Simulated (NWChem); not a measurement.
System: C₂H₅B; SMILES C=CB

The following NWChem deck was run.

```
start job
memory heap 200 mb stack 900 mb global 1100 mb
geometry units angstroms noautoz
  B      0.187413     1.350834     0.000235
  H      1.397697     1.405511    -0.004864
  H     -0.448713     2.379842     0.007070
  C     -0.498121    -0.030313    -0.001211
  C      0.230400    -1.163108     0.000248
  H     -1.591134    -0.127088    -0.001473
  H     -0.221050    -2.162482     0.001661
  H      1.325724    -1.124868     0.000535
end
basis spherical
  * library 6-31g*
end
dft
  xc hcth407
  iterations 150
  mulliken
end
task dft energy
```

All runs use the structure optimised with PBE0/def2-SVP.

### Question
What results follow from this input? (HCTH/407/6-31G* (spherical d).) Quantities: energy (Ha); highest occupied level (eV); orbital gap (eV); dipole (D).

### Answer
```
Item                           Value
---------------------------  -------
energy (Ha)                  -104.02
highest occupied level (eV)    -7.25
orbital gap (eV)                4.48
dipole (D)                      1.42
```
